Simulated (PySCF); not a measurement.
BiFBr₂, SMILES [Br][Bi]([F])[Br].

Geometry optimised at B3LYP-D3(BJ)/def2-SVP. The structure was generated by enumeration; whether it is a known compound was not checked. The def2 effective core potentials stand for the cores of Bi; spin–orbit coupling is left out.

The numbers are results of HF/def2-TZVP run with PySCF, not measurements.

Q: Estimate the frontier levels, gap, dipole moment and polarisability. (An estimate is asked for; the answer gives what the named calculation found.)

A: 
```
Property                                                                                                        Result
---------------------------------------------------------------------------------------------  -----------------------
highest occupied level                                                                                       -11.08 eV
lowest empty level                                                                                             0.30 eV
orbital gap                                                                                                   11.38 eV
dipole moment                                                                                                   4.62 D
quadrupole, principal values (traceless, Buckingham form, about the centre of nuclear charge)  -7.83, -2.66, 10.49 D·Å
mean static polarisability                                                                       79.7 bohr³ (11.80 Å³)
polarisability, principal values                                                               56.1, 78.1, 104.8 bohr³
```
